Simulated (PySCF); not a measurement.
Dipole response of Ge²⁺ (germanium, charge +2)

[Ar] 3d10 4s2, closed-shell 1S. Computed with PySCF 2.14 in def2-QZVPPD (12s7p5d4f1g, 95 functions), with the non-relativistic Hamiltonian (point nucleus). Coupled (time-dependent) response in atomic units; α is the mean over directions.

```csv
method,mean α (bohr³),C₆ (like pair),S(−4)
UHF,12.72,52.01,82.24
PBE,10.82,42.38,57.66
PBE0,11.31,44.76,63.69
wB97X,10.95,42.84,59.67
```

S(−4) is the Cauchy moment in α(ω) = α(0) + S(−4) ω² + …

α(iu) at UHF:

```
u (hartree)  α(iu) (bohr³)
          0          12.72
     0.0500          12.52
      0.100          11.95
      0.200          10.14
      0.300          8.161
      0.500          5.184
      0.750          3.226
       1.00          2.246
       1.50          1.355
       2.00         0.9591
       3.00         0.5956
       5.00         0.3225
```

A single London oscillator, α(iu) = α/(1 + u²/ω²), gives C₆ = (3/4) ω α². Matching the computed C₆ needs ω = 4 × 52.01 / (3 × 12.72²) = 0.429 hartree.

For an ion, C₆ is the dispersion term alone; charge-induced terms of lower order in 1/R come first.
